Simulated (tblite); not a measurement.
Al15H18N15 (flake AlN sheet) at step 0 of a GFN2-xTB optimisation (tblite, gas phase), coordinates in Å:

```
  1 N     4.6814    0.8352   -0.0016
  2 Al    3.1145    1.7396   -0.0069
  3 N     1.5640    0.8347    0.0010
  4 Al    1.5581   -0.9586   -0.0062
  5 N     3.1167   -1.8642    0.0034
  6 Al    4.6732   -0.9635   -0.0026
  7 N    -7.7941    0.8387   -0.0033
  8 Al   -9.3497    1.7397    0.0015
  9 N   -10.9092    0.8349   -0.0004
 10 Al  -10.9147   -0.9638    0.0016
 11 N    -9.3552   -1.8642   -0.0021
 12 Al   -7.7967   -0.9650    0.0000
 13 N    -1.5622    0.8377    0.0050
 14 Al   -3.1155    1.7364   -0.0027
 15 N    -4.6787    0.8421    0.0002
 16 Al   -4.6784   -0.9624    0.0063
 17 N    -3.1173   -1.8611    0.0009
 18 Al   -1.5599   -0.9664   -0.0010
 19 Al   -0.0006    1.7388    0.0025
 20 N     0.0028   -1.8621    0.0027
 21 N     7.7919    0.8408    0.0015
 22 Al    6.2345    1.7385   -0.0002
 23 N     6.2388   -1.8584    0.0066
 24 Al    7.7900   -0.9673   -0.0015
 25 N    10.9124    0.8396    0.0009
 26 Al    9.3470    1.7361    0.0025
 27 N     9.3538   -1.8607   -0.0007
 28 Al   10.9113   -0.9624    0.0012
 29 Al   -6.2348    1.7374   -0.0020
 30 N    -6.2343   -1.8626    0.0034
 31 H     3.1213    3.2776   -0.0011
 32 H     3.1158   -2.9017    0.0002
 33 H    -9.3541    3.2771   -0.0019
 34 H   -11.8105    1.3557    0.0037
 35 H   -12.2444   -1.7312   -0.0033
 36 H    -9.3526   -2.9008   -0.0029
 37 H    -3.1185    3.2771   -0.0041
 38 H    -3.1168   -2.9005   -0.0026
 39 H     0.0011    3.2731   -0.0001
 40 H    -0.0048   -2.8996    0.0012
 41 H     6.2353    3.2747    0.0038
 42 H     6.2413   -2.9086    0.0037
 43 H    11.8175    1.3580   -0.0036
 44 H     9.3557    3.2765   -0.0018
 45 H     9.3494   -2.9013    0.0024
 46 H    12.2437   -1.7314   -0.0034
 47 H    -6.2330    3.2771   -0.0006
 48 H    -6.2357   -2.9004    0.0023
```

Task: What are the forces on the atoms (eV/Å)?

Result: 
```
  1 N    -0.17    0.41   -0.02
  2 Al    0.22    0.11    0.02
  3 N    -0.18    0.50   -0.02
  4 Al    0.05   -0.87    0.03
  5 N    -0.03   -0.60   -0.02
  6 Al    0.01   -0.71    0.02
  7 N    -0.05    0.17    0.00
  8 Al   -0.23    0.36   -0.01
  9 N    -0.70    0.49    0.01
 10 Al   -0.17   -0.37   -0.01
 11 N    -0.33   -0.62    0.01
 12 Al    0.32   -0.57    0.00
 13 N     0.14    0.27   -0.01
 14 Al   -0.10    0.22    0.01
 15 N     0.06    0.21    0.00
 16 Al    0.10   -0.60   -0.02
 17 N    -0.08   -0.70    0.00
 18 Al    0.09   -0.61    0.01
 19 Al    0.04    0.02    0.00
 20 N    -0.07   -0.60   -0.02
 21 N     0.04    0.05    0.00
 22 Al   -0.05    0.18    0.01
 23 N    -0.14   -1.08   -0.02
 24 Al   -0.10   -0.40    0.02
 25 N     0.74    0.45    0.00
 26 Al    0.31    0.43   -0.01
 27 N     0.26   -0.76    0.00
 28 Al    0.25   -0.30   -0.01
 29 Al    0.01    0.23    0.00
 30 N    -0.14   -0.62    0.00
 31 H    -0.01   -0.03   -0.01
 32 H     0.00    0.85    0.00
 33 H     0.00   -0.08    0.00
 34 H     0.69   -0.38    0.00
 35 H     0.07    0.07    0.01
 36 H     0.07    0.74    0.00
 37 H     0.00   -0.06    0.00
 38 H    -0.01    0.90    0.00
 39 H     0.01    0.01    0.00
 40 H     0.03    0.85    0.00
 41 H     0.01    0.00    0.00
 42 H    -0.02    1.22    0.01
 43 H    -0.76   -0.41    0.01
 44 H    -0.01   -0.11    0.00
 45 H    -0.06    0.86    0.00
 46 H    -0.10    0.09    0.00
 47 H    -0.02   -0.04    0.00
 48 H     0.01    0.84    0.00
```
